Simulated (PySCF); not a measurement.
Electron correlation in S⁺ (sulfur, charge +1)

[Ne] 3s2 3p3, high-spin 4S determinant. All numbers are calculated (PySCF 2.14, no relativity, point nucleus, in aug-cc-pwCVDZ (6s5p3d, 36 functions)). Frozen: [Ne]; 5 electrons correlated.

```json
{"level": "CCSD", "correlation energy (mhartree)": "-93.16"}
{"level": "(T)", "correlation energy (mhartree)": "-1.39"}
{"level": "CCSD(T)", "correlation energy (mhartree)": "-94.55"}
{"level": "CCSDT", "correlation energy (mhartree)": "-94.88"}
```

Diagnostics: T1 = 0.0021, D1 = 0.0063, largest double amplitude 0.055.

Cost of the coupled-cluster step: about 0.4 core-seconds, for 5 correlated electrons.

Iterations:

```
CC2 = 0
CCSD nocc = (np.int64(4), np.int64(1)), nmo = (31, 31)
frozen orbitals [[0, 1, 2, 3, 4], [0, 1, 2, 3, 4]]
max_cycle = 100
direct = 0
conv_tol = 1e-08
conv_tol_normt = 1e-06
diis_space = 8
diis_start_cycle = 0
Init t2, MP2 energy = -0.0733090775175638
Init E_corr(UCCSD) = -0.0733090775534714
cycle = 1  E_corr(UCCSD) = -0.0885403371230375  dE = -0.0152312596  norm(t1,t2) = 0.0427627
cycle = 2  E_corr(UCCSD) = -0.0918859403572873  dE = -0.00334560323  norm(t1,t2) = 0.0122678
cycle = 3  E_corr(UCCSD) = -0.0931810241297805  dE = -0.00129508377  norm(t1,t2) = 0.00443398
cycle = 4  E_corr(UCCSD) = -0.0931555623318622  dE = 2.54617979e-05  norm(t1,t2) = 0.000599625
cycle = 5  E_corr(UCCSD) = -0.0931562176799327  dE = -6.5534807e-07  norm(t1,t2) = 6.00585e-05
cycle = 6  E_corr(UCCSD) = -0.093155385109589  dE = 8.32570344e-07  norm(t1,t2) = 1.32288e-05
cycle = 7  E_corr(UCCSD) = -0.0931558561572324  dE = -4.71047643e-07  norm(t1,t2) = 2.20537e-06
cycle = 8  E_corr(UCCSD) = -0.0931557083816537  dE = 1.47775579e-07  norm(t1,t2) = 4.54618e-07
cycle = 9  E_corr(UCCSD) = -0.0931557175717189  dE = -9.19006522e-09  norm(t1,t2) = 6.93392e-08
UCCSD converged
E(UCCSD) = -397.2534428740435  E_corr = -0.09315571757171892
UCCSD(T) correction = -0.00139201528053437
```
